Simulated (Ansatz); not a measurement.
C₂H₈BNO, SMILES `BNCOC`, relaxed with RKS PBE0-D4/def2-TZVP in Ansatz 0.2.0 from a PBE-D4/def2-SVP geometry. The force threshold is 0.005 eV/Å; the program also tests the step.

Charge 0, multiplicity 1.

Start:

```xyz
13

B     0.165    2.480   -0.027
N    -0.492    1.290   -0.357
C    -0.327    0.011    0.273
O     0.284   -0.881   -0.635
C     0.387   -2.188   -0.126
H    -0.065    3.478   -0.684
H     0.933    2.479    0.917
H    -1.126    1.262   -1.162
H     0.294    0.153    1.190
H    -1.318   -0.405    0.595
H     0.851   -2.818   -0.909
H     1.024   -2.239    0.792
H    -0.611   -2.623    0.133
```

(1) How much energy does the relaxation release, and in how many steps? (An estimate is asked.)

(2) Which bonds change most? (Best estimate.)

(3) Give the relaxed structure. (Estimate.)

Results:

(1) The calculation gave: 5.41 kJ/mol, in 9 steps.

(2) Computed: C3–H10 from 1.123 to 1.102 Å; B1–H7 from 1.217 to 1.197 Å; B1–H6 from 1.216 to 1.196 Å; C5–H13 from 1.119 to 1.099 Å.

(3) The calculation gave: 
```xyz
13

B     0.175    2.445   -0.026
N    -0.503    1.281   -0.358
C    -0.341    0.009    0.262
O     0.273   -0.873   -0.641
C     0.392   -2.166   -0.114
H    -0.048    3.441   -0.649
H     0.953    2.418    0.883
H    -1.147    1.273   -1.135
H     0.274    0.137    1.162
H    -1.317   -0.406    0.563
H     0.863   -2.787   -0.875
H     1.016   -2.179    0.791
H    -0.589   -2.593    0.137
```
